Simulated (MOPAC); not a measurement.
MOPAC input (PM7):

```
PM7 PRECISE GNORM=0.05 LET XYZ CHARGE=-1 GEO-OK AUX(PRECISION=9) THREADS=1
C4H4N

C    -1.89250856 1   -0.24898190 1    0.15829436 1
C    -0.77498054 1   -1.02860056 1    0.19296365 1
C     0.59694303 1   -0.69797606 1    0.05745118 1
C     1.07104325 1    0.59258622 1   -0.15204584 1
N     1.47413724 1    1.67735991 1   -0.32843774 1
H    -1.83610857 1    0.82274702 1    0.00639728 1
H    -2.87552666 1   -0.68570982 1    0.28302589 1
H    -0.94699913 1   -2.09498305 1    0.35168856 1
H     1.33669064 1   -1.48573980 1    0.11797233 1
```

Output:

```
 *******************************************************************************
 **                                                                           **
 **                              MOPAC v23.2.5                                **
 **                                                                           **
 *******************************************************************************
 ** MOPAC's Digital Object Identifier: https://doi.org/10.5281/zenodo.6511958 **
 **                                                                           **
 ** Please cite the open-source release paper for use of this MOPAC version:  **
 ** J. E. Moussa and J. J. P. Stewart (2026)                                  **
 ** MOPAC: An open-source semiempirical molecular orbital program             **
 ** J. Open Source Softw., 11(119), 8025, https://doi.org/10.21105/joss.08025 **
 *******************************************************************************

                              PM7 CALCULATION RESULTS

 *******************************************************************************
 *  PM7        - The PM7 Hamiltonian to be used
 *  GEO-OK     - OVERRIDE INTERATOMIC DISTANCE AND OTHER SAFETY CHECKS
 *
 *
 *
 *                 CHARGE ON SYSTEM = -1
 *
 *
 *
 *  LET        - OVERRIDE SOME SAFETY CHECKS
 *  PRECISE    - TIGHTER CRITERIA TO BE USED
 *  XYZ        - CARTESIAN COORDINATE SYSTEM TO BE USED
 *  GNORM      - EXIT WHEN GRADIENT NORM DROPS BELOW 0.050
 *  AUX        - OUTPUT AUXILIARY INFORMATION
 *******************************************************************************
PM7 PRECISE GNORM=0.05 LET XYZ CHARGE=-1 GEO-OK AUX(PRECISION=9) THREADS=1
 C4H4N

   ATOM   CHEMICAL          X               Y               Z
  NUMBER   SYMBOL      (ANGSTROMS)     (ANGSTROMS)     (ANGSTROMS)

     1       C         -1.89250856  *  -0.24898190  *   0.15829436  *
     2       C         -0.77498054  *  -1.02860056  *   0.19296365  *
     3       C          0.59694303  *  -0.69797606  *   0.05745118  *
     4       C          1.07104325  *   0.59258622  *  -0.15204584  *
     5       N          1.47413724  *   1.67735991  *  -0.32843774  *
     6       H         -1.83610857  *   0.82274702  *   0.00639728  *
     7       H         -2.87552666  *  -0.68570982  *   0.28302589  *
     8       H         -0.94699913  *  -2.09498305  *   0.35168856  *
     9       H          1.33669064  *  -1.48573980  *   0.11797233  *

          CARTESIAN COORDINATES

    NO.       ATOM           X           Y           Z

     1         C         -1.8925     -0.2490      0.1583
     2         C         -0.7750     -1.0286      0.1930
     3         C          0.5969     -0.6980      0.0575
     4         C          1.0710      0.5926     -0.1520
     5         N          1.4741      1.6774     -0.3284
     6         H         -1.8361      0.8227      0.0064
     7         H         -2.8755     -0.6857      0.2830
     8         H         -0.9470     -2.0950      0.3517
     9         H          1.3367     -1.4857      0.1180

 General Reference for PM7:
 "Optimization of Parameters for Semiempirical Methods VI: More Modifications to the
 NDDO Approximations and Re-optimization of Parameters", J. J. P. Stewart, J. Mol. Mod., 1:32, 19 (2013)
 https://link.springer.com/article/10.1007/s00894-012-1667-x

           Empirical Formula: C4 H4 N  =     9 atoms

      MOLECULAR POINT GROUP   :   Cs

      RHF CALCULATION, NO. OF DOUBLY OCCUPIED LEVELS = 13

          Geometry optimization using EF

          DIAGONAL MATRIX USED AS START HESSIAN

 CYCLE:     1  GRAD.:    36.259 HEAT:  10.75158
 CYCLE:     2  GRAD.:   719.872 HEAT:  60.57129
 CYCLE:     3  GRAD.:   429.565 HEAT:  24.06077
 CYCLE:     4  GRAD.:   436.451 HEAT:  33.28864
 CYCLE:     5  GRAD.:   451.893 HEAT:  49.60455
 CYCLE:     6  GRAD.:   517.580 HEAT:  30.77425
 CYCLE:     7  GRAD.:   694.641 HEAT:  49.24195
 CYCLE:     8  GRAD.:   192.294 HEAT:  19.75545
 CYCLE:     9  GRAD.:   642.788 HEAT:  66.49841
 CYCLE:    10  GRAD.:   164.693 HEAT:  18.40250
 CYCLE:    11  GRAD.:   319.215 HEAT:  54.01950
 CYCLE:    12  GRAD.:    70.348 HEAT:  13.00586
 CYCLE:    13  GRAD.:   270.181 HEAT:  36.08982
 CYCLE:    14  GRAD.:    98.921 HEAT:  13.29430
 CYCLE:    15  GRAD.:   241.382 HEAT:  41.81965
 CYCLE:    16  GRAD.:    51.372 HEAT:  11.10047
 CYCLE:    17  GRAD.:   179.793 HEAT:  25.20364
 CYCLE:    18  GRAD.:     6.694 HEAT:  9.707583
 CYCLE:    19  GRAD.:     2.490 HEAT:  9.668799
 CYCLE:    20  GRAD.:     2.503 HEAT:  9.655684
 CYCLE:    21  GRAD.:     3.199 HEAT:  9.639553
 CYCLE:    22  GRAD.:     3.097 HEAT:  9.598936
 CYCLE:    23  GRAD.:     0.847 HEAT:  9.592361
 CYCLE:    24  GRAD.:     0.298 HEAT:  9.591628
 CYCLE:    25  GRAD.:     0.258 HEAT:  9.591449
 CYCLE:    26  GRAD.:     0.071 HEAT:  9.591401
 CYCLE:    27  GRAD.:     0.040 HEAT:  9.591397

     GRADIENT =  0.04011 IS LESS THAN CUTOFF =  0.05000

 -------------------------------------------------------------------------------
 PM7 PRECISE GNORM=0.05 LET XYZ CHARGE=-1 GEO-OK AUX(PRECISION=9) THREADS=1
 C4H4N

     GEOMETRY OPTIMISED USING EIGENVECTOR FOLLOWING (EF).
     SCF FIELD WAS ACHIEVED

                              PM7 CALCULATION
                                                       MOPAC v23.2.5 Linux

          FINAL HEAT OF FORMATION =          9.59140 KCAL/MOL =      40.13040 KJ/MOL

          COSMO AREA              =        112.92 SQUARE ANGSTROMS
          COSMO VOLUME            =         97.24 CUBIC ANGSTROMS

          GRADIENT NORM           =          0.04011          =       0.01337 PER ATOM
          IONIZATION POTENTIAL    =          2.826400 EV
          HOMO LUMO ENERGIES (EV) =         -2.826  6.072
          NO. OF FILLED LEVELS    =         13
          MOLECULAR WEIGHT        =         66.0823         POINT GROUP:  Cs

          MOLECULAR DIMENSIONS (Angstroms)

            Atom       Atom       Distance
            H     7    N     5     4.84356
            H     9    H     6     3.48115
            C     3    C     2     0.00000

          SCF CALCULATIONS        =         28

   ATOM   CHEMICAL          X               Y               Z
  NUMBER   SYMBOL      (ANGSTROMS)     (ANGSTROMS)     (ANGSTROMS)

     1       C         -1.83333142  *  -0.22793047  *   0.15150895  *
     2       C         -0.76397944  *  -1.05903807  *   0.19645493  *
     3       C          0.59282749  *  -0.70759736  *   0.05904902  *
     4       C          1.02200499  *   0.58481793  *  -0.14776096  *
     5       N          1.42061493  *   1.67326135  *  -0.32436814  *
     6       H         -1.73655287  *   0.82519365  *  -0.00045656  *
     7       H         -2.83900503  *  -0.55632477  *   0.26274360  *
     8       H         -0.94914644  *  -2.12937021  *   0.35658382  *
     9       H          1.34351439  *  -1.47547369  *   0.11610629  *

                             CARTESIAN COORDINATES

   1    C       -1.833331420    -0.227930473     0.151508954
   2    C       -0.763979438    -1.059038072     0.196454926
   3    C        0.592827488    -0.707597361     0.059049017
   4    C        1.022004986     0.584817927    -0.147760961
   5    N        1.420614930     1.673261350    -0.324368136
   6    H       -1.736552869     0.825193652    -0.000456556
   7    H       -2.839005030    -0.556324769     0.262743598
   8    H       -0.949146436    -2.129370208     0.356583824
   9    H        1.343514395    -1.475473690     0.116106286

           Empirical Formula: C4 H4 N  =     9 atoms

      MOLECULAR POINT GROUP   :   Cs

                  EIGENVALUES
 -29.38583 -22.58854 -18.69813 -15.31742 -11.78186 -11.15603  -8.92668  -8.63489
  -8.20654  -7.12989  -6.88658  -6.10074  -2.82640   6.07191   6.84901   7.55363
   9.58223  10.39964  10.53237  11.02721  11.31314  11.42407  12.10902  12.18863

              NET ATOMIC CHARGES AND DIPOLE CONTRIBUTIONS

  ATOM NO.   TYPE          CHARGE      No. of ELECS.   s-Pop       p-Pop
    1          C          -0.622220        4.6222     1.05963     3.56259
    2          C           0.084142        3.9159     1.07076     2.84509
    3          C          -0.648321        4.6483     1.01057     3.63775
    4          C           0.294386        3.7056     1.10545     2.60017
    5          N          -0.581841        5.5818     1.84283     3.73901
    6          H           0.138571        0.8614     0.86143
    7          H           0.109682        0.8903     0.89032
    8          H           0.082660        0.9173     0.91734
    9          H           0.142940        0.8571     0.85706
 DIPOLE           X         Y         Z       TOTAL
 POINT-CHG.    -1.024    -2.767     0.450     2.984
 HYBRID        -0.154    -0.322     0.055     0.361
 SUM           -1.178    -3.089     0.504     3.344

          ATOMIC ORBITAL ELECTRON POPULATIONS

     Atom    s        px        py        pz
    1  C   1.05963   1.06513   1.12602   1.37144
    2  C   1.07076   0.96557   1.02302   0.85650
    3  C   1.01057   1.04565   1.00719   1.58491
    4  C   1.10545   0.84918   0.89936   0.85163
    5  N   1.84283   1.19139   1.22896   1.31866
    6  H   0.86143
    7  H   0.89032
    8  H   0.91734
    9  H   0.85706

 **********************
 *                    *
 * JOB ENDED NORMALLY *
 *                    *
 **********************

 == MOPAC DONE ==
```

The dipole moment of an ion depends on the origin.

The geometry given is a B3LYP-D3(BJ)/def2-TZVP minimum.
